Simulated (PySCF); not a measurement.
Computed with PySCF 2.14.0 with PBE-D3(BJ)/def2-TZVP // PBE0-D4/def2-TZVP. Gas-phase values, no solvent. One relaxed conformer stands for a flexible species; it need not be the lowest. Delta-SCF ions had no search for a lower state. 

Reference species (SMILES): `O[SiH2][SiH3]` (H–O–Si–Si torsion 59°) (neutral, multiplicity 1).

```
Property                                  Result
--------------------------------------  --------
vertical ionisation energy (Delta-SCF)   9.64 eV
HOMO                                    -6.63 eV
```

Changed species: `O[SiH3]` (X = H; the reference has X = silyl).

Q: Predict the effect on the vertical ionisation energy (Delta-SCF) and HOMO.

A: the vertical ionisation energy (Delta-SCF) goes up by 1.26 eV, to 10.90 eV; the HOMO falls by 0.58 eV, to -7.21 eV.
